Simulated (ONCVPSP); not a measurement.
# C: what ONCVPSP 4.0.1 does with a changed input

Command:

```bash
oncvpsp.x < C.dat > C.out
```

Input:

```
# ATOM AND REFERENCE CONFIGURATION
# atsym  z   nc   nv     iexc    psfile
  C 6.00    1    2  -102130      upf
#
#   n    l    f
    1    0    2.00
    2    0    2.00
    2    1    2.00
#
# PSEUDOPOTENTIAL AND OPTIMIZATION
# lmax
    2
#
#   l,   rc,      ep,       ncon, nbas, qcut
    0    1.35    0.00    4    7    4.60
    1    2.45    0.00    4    7    5.80
    2    2.55    0.14    7    9    4.00
#
# LOCAL POTENTIAL
# lloc, lpopt,  rc(5),   dvloc0
    4    3    1.30    0.00
#
# VANDERBILT-KLEINMAN-BYLANDER PROJECTORs
# l, nproj, debl
    0    2    2.20
    1    2    2.90
    2    2    3.80
#
# MODEL CORE CHARGE
# icmod, fcfact, rcfact
    3    3.00    1.15
#
# LOG DERIVATIVE ANALYSIS
# epsh1, epsh2, depsh
   -2.00    5.00    0.02
#
# OUTPUT GRID
# rlmax, drl
    6.00    0.01
#
# TEST CONFIGURATIONS
# ncnf
    4
# nvcnf
#   n    l    f
    2
    2    0    2.00
    2    1    1.00
#
    2
    2    0    2.00
    2    1    0.00
#
    2
    2    0    1.00
    2    1    0.00
#
    2
    2    0    1.00
    2    1    2.00
#
```

This is an input that runs to its end, with one change: ncon of l = 2 set to 7.

Q: How does the run end?

A: The program refuses the input: "test_data: must have 3 <= ncon <= 5, l= 2".

```
ONCVPSP  (Optimized Norm-Conservinng Vanderbilt PSeudopotential)
scalar-relativistic version 4.0.1

test_data: must have 3 <= ncon <= 5, l=   2
test_data: must have ncon+3 <= nbas <= ncon+5, l=   2
 for nproj=2
ERROR: test_data found   2 ERROR; stopping
```
